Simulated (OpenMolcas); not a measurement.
A calculation on Co.

* Program: OpenMolcas 26.06
* Method: XMS-CASPT2, IPEA 0.25 Eh, imaginary shift 0.1 Eh (closed shells correlated: 3s 3p 4s)
* Basis: ANO-RCC-VTZP [6s5p3d2f1g]
* Scalar Hamiltonian: DKH2, point nucleus
* Active space: 7 electrons in 5 orbitals (3d)
* State averaging: 2S+1 = 4 even, 10 roots; 2S+1 = 2 even, 40 roots (35 in the spin-orbit step)
* Spin-orbit coupling: state interaction with AMFI integrals over the reference wave functions, term energies averaged over their components

Which level of the active space comes out lowest?

3d⁷ 4s² ⁴F_9/2, with 100 % of that term; it is also the measured ground level.

How high does 3d⁷ 4s² ⁴P_1/2 lie?

15460 cm⁻¹ above the lowest level; measured 14399 cm⁻¹ above the ground level, so the calculation is off by +7 %.

How high does 3d⁷ 4s² ²G_7/2 lie?

17770 cm⁻¹ above the lowest level.

How high does 3d⁷ 4s² ²D_5/2 lie?

22930 cm⁻¹ above the lowest level.

The level at 19870 cm⁻¹ has J = 3/2. What is it made of, and what is its g factor?

88 % 3d⁷ 4s² ²P_3/2, 7 % 3d⁷ 4s² ²D, 4 % 3d⁷ 4s² ⁴P; g = 1.311, against 1.334 from Landé's formula for the pure leading term.

Measured values: NIST Handbook of Basic Atomic Spectroscopic Data.

CASPT2 breaks the degeneracy within a term, and the mean is taken; among the terms shown or strongly mixed into the levels shown the widest spread is 2200 cm-1 (3d⁷ 4s² ²G). Some high roots are left out of the spin-orbit mixing, which shifts the levels that they would mix with. With the s shell closed, the reference lacks s² → p², s² → d² and s → d mixing, so excited terms can stand far too high and out of order, with CASPT2 too. Computed and measured levels are paired by configuration, term and J; levels that our copy of the source lacks, or whose pairing is in doubt (as where it misses far off the trend of its configuration), stay unpaired and out of the deviations. Levels of configurations outside the active space are missing.
